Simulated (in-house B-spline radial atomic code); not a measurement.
## Ionising Al+ with different functionals

Computed with an all-electron radial atomic-structure program (B-spline basis): scalar-relativistic (spin-free X2C) Hamiltonian, Fermi nucleus of rms radius 3.061 fm, spin-polarised at highest spin, spherical fractional occupations for the functionals, the average over the highest-spin determinants for Hartree-Fock. The ionisation energy is the difference of two self-consistent energies, [Ne] 3s2 → [Ne] 3s1, without Breit or QED terms; ε is the level of the shell that loses the electron (its least bound occupied spin orbital).

```csv
method,rung,ΔSCF (eV),-ε(3s) (eV)
Hartree-Fock,Hartree-Fock,17.55,17.78
HF fractional,Hartree-Fock,17.55,17.78
LDA VWN5,LDA,18.93,14.92
LDA PW92,LDA,18.93,14.92
LDA exchange-only,LDA,17.47,13.78
PBE,GGA,18.79,14.81
PBEsol,GGA,18.67,14.77
BLYP,GGA,?,?
RPBE,GGA,18.77,14.76
PW91,GGA,18.84,14.86
BP86,GGA,18.88,14.94
AM05,GGA,18.60,14.73
OLYP,GGA,18.66,14.58
TPSS,meta-GGA,18.66,14.87
SCAN,meta-GGA,18.45,14.98
r2SCAN,meta-GGA,18.41,14.96
revTPSS,meta-GGA,18.64,14.93
PBE0,global hybrid,18.69,15.76
B3LYP,global hybrid,18.94,15.64
TPSSh,global hybrid,18.64,15.24
BHandHLYP,global hybrid,18.72,16.62
r2SCAN0,global hybrid,18.44,15.85
B97-1,global hybrid,18.92,15.53
HSE06,range-separated hybrid,18.69,15.38
wB97X,range-separated hybrid,18.68,18.04
CAM-B3LYP,range-separated hybrid,18.94,17.10
LC-wPBE,range-separated hybrid,?,?
```

What does LC-wPBE give?

ΔSCF 18.63 eV, and -ε(3s) = 18.34 eV.

What does BLYP give?

ΔSCF 18.86 eV, and -ε(3s) = 14.72 eV.

Among the functionals, which spreads more, the ΔSCF values or the orbital energies?

The orbital energies: ΔSCF values span about 1.47 eV and the orbital energies 4.56 eV.

How do they compare with the NIST value?

NIST lists 18.829 eV (measured, ground level to ground level). Errors run from -1.36 to +0.11 eV; PW91 is closest (+0.02 eV), but part of that can be cancellation, since the calculations leave out Breit-QED terms, the near-degeneracy of s² and p². Hartree-Fock also lacks correlation.
